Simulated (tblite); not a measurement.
Compound: C6H9O2PSe.
Atom-mapped SMILES: `[CH3:1][P@@:2](=[Se:3])([CH2:4][OH:5])[c:6]1[cH:7][cH:8][o:9][cH:10]1` (hydrogens: H11, H12, H13 on C1; H14, H15 on C4; H16 on O5; H17 on C7; H18 on C8; H19 on C10)

Computed with GFN2-xTB (tblite), gas phase: L-BFGS steps from a force-field or distance-geometry start until the largest atomic force falls under 0.01 eV/Å.

Step 0: E = -850.1406 eV
```
atom  x, y, z in Å  |  force x, y, z in eV/Å
C1     -1.5090   -1.4990    0.6396   -1.190  -0.068   0.922
P2     -0.7435   -0.3549   -0.5401    0.023  -1.821  -1.755
Se3    -0.9769   -1.3580   -2.3937    0.045   0.478  -0.091
C4     -1.4104    1.3380   -0.4200    1.189   0.877   0.959
O5     -2.7709    1.4017   -0.5478   -1.078   1.386   0.679
C6      1.0054   -0.2113   -0.1995    0.155   0.033  -0.328
C7      1.5848    0.3159    0.9544    0.449   0.625   1.378
C8      2.9584    0.2389    0.7938   -1.940   0.556   1.319
O9      3.1845   -0.2997   -0.3776    2.236  -0.589  -1.272
C10     2.0753   -0.5822   -1.0050   -1.967  -0.047  -0.179
H11    -1.8765   -2.3918    0.0728    0.518   0.715   0.435
H12    -0.8133   -1.7927    1.4412   -0.302   0.089  -0.288
H13    -2.4256   -1.0164    1.0800    0.803  -0.352  -0.230
H14    -1.0494    1.7100    0.5800   -0.244  -0.062  -0.343
H15    -0.8921    1.9561   -1.1723    0.100  -0.112  -0.152
H16    -3.0395    2.3238   -0.2427    0.096  -1.507  -0.644
H17     1.0323    0.7018    1.8095    0.384  -0.143  -0.308
H18     3.7037    0.5574    1.5162    0.030  -0.315  -0.719
H19     1.9528   -1.0285   -1.9964    0.691   0.255   0.614
```

Q: Estimate the geometry and energy of step 1. (The exact step hangs on the optimiser's Hessian estimate; all steps are aligned on step 0, rigid shifts and turns removed.)

A: E = -850.4620 eV, largest force 1.171 eV/Å
```
atom  x, y, z in Å  |  force x, y, z in eV/Å
C1     -1.5260   -1.4999    0.6528   -0.258  -0.005   0.312
P2     -0.7432   -0.3809   -0.5651   -0.166  -0.867  -0.769
Se3    -0.9763   -1.3512   -2.3949   -0.040   0.180  -0.577
C4     -1.3934    1.3506   -0.4063    0.171   0.155   0.234
O5     -2.7863    1.4215   -0.5381    0.317  -0.305   0.200
C6      1.0076   -0.2108   -0.2042   -0.182   0.220   0.300
C7      1.5913    0.3248    0.9741   -0.302   0.050   0.105
C8      2.9307    0.2469    0.8126    0.113  -0.163  -0.261
O9      3.2165   -0.3081   -0.3958   -0.297   0.033   0.043
C10     2.0472   -0.5829   -1.0075    0.149   0.170   0.329
H11    -1.8691   -2.3815    0.0790    0.305   0.389   0.336
H12    -0.8176   -1.7914    1.4371   -0.238   0.057  -0.141
H13    -2.4141   -1.0214    1.0768    0.171  -0.027   0.070
H14    -1.0529    1.7091    0.5751   -0.036   0.108   0.121
H15    -0.8907    1.9545   -1.1744    0.108  -0.043  -0.125
H16    -3.0381    2.3022   -0.2519   -0.310   0.105  -0.089
H17     1.0378    0.6998    1.8051    0.041   0.108   0.250
H18     3.7041    0.5529    1.5060   -0.006  -0.232  -0.532
H19     1.9627   -1.0248   -1.9877    0.460   0.068   0.195
```

The energy changes by -0.3214 eV. The first-order estimate −F·Δx gives -0.5937 eV and the mean of the old and new forces, exact on a quadratic surface, -0.3203 eV. The step makes an angle of 0° with the force vector and moves no atom by more than 0.038 Å.
